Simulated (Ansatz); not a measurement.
`N#CBF` + H₂Se → `FB[SeH]` + `C#N` at 298.15 K and 1 bar (ligand exchange at a B–C bond).

Isolated molecules relaxed with PBE0-D4/def2-TZVP in Ansatz; ΔE leaves out vibrations. CCSD(T)/CBS adds triple-zeta CCSD(T) − MP2 to the extrapolated MP2 energy (def2 sets, frozen cores). This one scheme is used for every species. For Se outer-core shells are correlated without core-valence functions, which leaves a few kJ/mol of doubt a bond. Scalar relativity is left out up to krypton. One conformer a species, not always the lowest.

```
  species  CCSD(T)/CBS energy (Eh)  H − E (kJ/mol)  S (J/(mol·K))
  `N#CBF`               -217.97421            75.1          276.1
     H₂Se              -2401.89790            45.8          219.1
`FB[SeH]`              -2526.56401            75.0          281.6
    `C#N`                -93.32098            52.4          201.2
```

H − E and S are ideal-gas, rigid-rotor, harmonic terms from PBE0-D4/def2-TZVP, for one conformer and one mirror image of each species. 1 Eh = 2625.50 kJ/mol, R = 8.31446 J/(mol·K).

Question: By hand: ΔE, ΔH, ΔS and ΔG.

Answer: ΔE = (-2526.56401) + (-93.32098) − (-217.97421) − (-2401.89790) = -0.01288 Eh = -33.8 kJ/mol. Δ(H − E) = 75.0 + 52.4 − 75.1 − 45.8 = 6.5, so ΔH = -27.3 kJ/mol. ΔS = 281.6 + 201.2 − 276.1 − 219.1 = -12.4 J/(mol·K). ΔG = -27.3 − 298.15 × (-12.4)/1000 = -23.6 kJ/mol.

Question: By hand: the equilibrium constant, and the temperature at which ΔG would vanish if ΔH and ΔS stayed fixed.

Answer: log₁₀ K = −ΔG/(RT ln 10) = 4.1. ΔG = 0 at ΔH/ΔS = 2202 K, though so small a ΔS makes that figure unsure.

The number of gas molecules stays the same, so ΔS is small and ΔH decides. A doubt of 5 kJ/mol in ΔE shifts log₁₀ K by 0.9 here. Other conformers and mirror images would add mixing entropy, several J/(mol·K) or more a flexible species. These are equilibria of isolated gas molecules and say nothing of rates. Largest T1 diagnostic: 0.015 (customary marks: 0.02 for closed shells, 0.045 for open ones).
